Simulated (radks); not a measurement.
The numbers below are computed, except where a source is named.
Coulomb parameter of the 3d shell of the nickel ion Ni2+ in the model configuration [Ar] 3d7 4p1, as a second difference U = [E(n + 0.5) + E(n - 0.5) - 2 E(n)] / (0.5)^2 with all orbitals relaxed. "Bare": the charge of the atom changes with n. "Screened": the 4p shell takes up the change at fixed total charge, which measures U(3d,3d) + U(4p,4p) - 2 U(3d,4p). Level of theory: scalar-relativistic Kohn-Sham, PBE, spin-unpolarised, spherical densities, finite nucleus; Fermi nuclear charge, rms radius 3.7757 fm (a radial shooting solver on a logarithmic mesh with Libxc functionals).

| case | configuration | E - E(n) (eV) |
|---|---|---|
| start | [Ar] 3d7 4p1 | 0.000 |
| bare +0.5 | [Ar] 3d7.5 4p1 | -15.946 |
| bare -0.5 | [Ar] 3d6.5 4p1 | 20.559 |
| screened +0.5 | [Ar] 3d7.5 4p0.5 | -8.705 |
| screened -0.5 | [Ar] 3d6.5 4p1.5 | 10.212 |

U(bare) = 18.452 eV, U(screened by 4p) = 6.030 eV, against the Slater integral F0(3d,3d) = 27.797 eV with frozen orbitals.
